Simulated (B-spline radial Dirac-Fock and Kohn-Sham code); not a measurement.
Level of theory: ΔSCF Dirac-Fock with Breit, self-energy and vacuum polarisation, finite nucleus, configuration average; a radial finite-basis atomic code. Correlation energy is missing from these numbers.

Question: An atom or ion in its tabulated ground configuration has these computed binding energies (the last is its least bound level). Which is it?

| level | binding energy (eV) |
| --- | --- |
| 1s | 24926.2 |
| 2s | 5615.6 |
| 2p | 5370.6 |

Answer: Ru³⁷⁺: Z = 44 with 7 electrons, [He] 2s2 2p3. The hydrogen-like estimate √(E/Ry) = 42.8 for the K level lies 1.2 below Z (screening lowers it, relativity raises it); the outermost level, at 5370.6 eV, fixes the charge.

Question: An atom or ion in its tabulated ground configuration has these computed binding energies (the last is its least bound level). Which is it?

```
level  binding energy (eV)
    K              77091.7
   L3              12204.7
   M3               3541.3
   M4               3103.9
   M5               3028.0
   N2               1483.4
 N6,7                950.8
```

Answer: Ir²⁸⁺: Z = 77 with 49 electrons, [Kr] 4d10 4f3. The hydrogen-like estimate √(E/Ry) = 75.3 for the K level lies 1.7 below Z (screening lowers it, relativity raises it); the outermost level, at 950.8 eV, fixes the charge.

Question: An atom or ion in its tabulated ground configuration has these computed binding energies (the last is its least bound level). Which is it?

```csv
level,binding energy (eV)
L2,4013.1
L3,3823.2
M1,1048.0
M4,685.2
M5,678.3
N1,358.3
N3,304.8
```

Answer: Cd¹²⁺: Z = 48 with 36 electrons, [Ar] 3d10 4s2 4p6.

Question: Identify the element and charge state from the binding energies below (tabulated ground configuration; the least bound level is included).

```csv
level,binding energy (eV)
L3,10553.9
M3,2390.5
M4,1968.5
M5,1901.9
N1,649.7
"O4,5",16.64
P1,14.64
```

Answer: Re⁺: Z = 75 with 74 electrons, [Xe] 4f14 5d5 6s1.
